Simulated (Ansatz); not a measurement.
Consider the redistribution: `CC[O][InH][CH3]` + `ClB(Cl)Br` → `[CH3][InH][Br]` + `CCOB(Cl)Cl`.

Gas-phase electronic energies from Ansatz, PBE0-D4/def2-TZVP geometries. CBS: MP2 limit from def2 TZ/QZ plus the TZ coupled-cluster correction, frozen cores. DFT in def2-TZVPP. B3LYP here is the variant with VWN-RPA as its local correlation; programs differ in this. HSE06 is defined as in plane-wave codes. Elements past krypton have def2 core potentials. For Br, In outer-core shells are correlated without core-valence functions, which leaves a few kJ/mol of doubt a bond. Scalar relativity is left out up to krypton. Each species was taken in one conformer, which may not be the lowest.

```csv
level,ΔE (kcal/mol),difference from CCSD(T)/CBS
LDA (SPW92),-44.1,0.0
BLYP-D4,-42.6,1.5
r2SCAN-D4,-45.2,-1.1
B97M-V,-45.1,-1.0
PBE0-D4,-45.9,-1.8
B3LYP-D4,-45.8,-1.7
r2SCANh-D4,-46.3,-2.2
r2SCAN0-D4,-47.9,-3.8
HSE06-D4,-45.9,-1.8
BHLYP-D4,-49.7,-5.6
CAM-B3LYP-D4,-47.3,-3.2
ωB97X-V,-46.1,-2.0
ωB97M-V,-46.5,-2.4
B2PLYP,-45.6,-1.5
PBE-QIDH,-46.7,-2.6
PBE,-42.6,1.5
revPBE,-42.2,1.9
r2SCAN,-45.3,-1.2
PBE0,-46.3,-2.2
B3LYP,-46.7,-2.6
r2SCANh,-46.4,-2.3
r2SCAN0,-48.0,-3.9
HSE06,-46.4,-2.3
BHLYP,-50.6,-6.5
CAM-B3LYP,-47.7,-3.6
LC-ωPBE,-46.3,-2.2
HF/def2-SVP,-56.2,-12.1
MP2/def2-SVP,-46.9,-2.8
CCSD/def2-SVP,-48.3,-4.2
CCSD(T)/def2-SVP,-47.0,-2.9
HF/def2-TZVPP,-55.2,-11.1
MP2/def2-TZVPP,-43.7,0.4
SCS-MP2/def2-TZVPP,-44.4,-0.3
CCSD/def2-TZVPP,-46.1,-2.0
CCSD(T)/def2-TZVPP,-44.4,-0.3
HF/def2-QZVPP,-55.1,-11.0
MP2/def2-QZVPP,-43.5,0.6
SCS-MP2/def2-QZVPP,-44.3,-0.2
HF/CBS(def2),-55.1,-11.0
MP2/CBS(def2),-43.4,0.7
CCSD(T)/CBS,-44.1,0
```

Largest T1 diagnostic among the species: 0.015.

From PBE to PBE0 (25 % exact exchange), in def2-TZVPP and without D4, ΔE moves by −3.7 kcal/mol. Leaving LDA and LC-ωPBE aside and taking each functional with its dispersion term where it has one, the values, not all of them listed here, spread over 8.6 kcal/mol, from BHLYP-D4 to revPBE-D4. LDA lies −1.4 kcal/mol from PBE without D4. In def2-TZVPP, CCSD(T) changes the Hartree–Fock value by +10.7 kcal/mol (the triples alone add +1.6 kcal/mol) and MP2 by +11.5 kcal/mol.
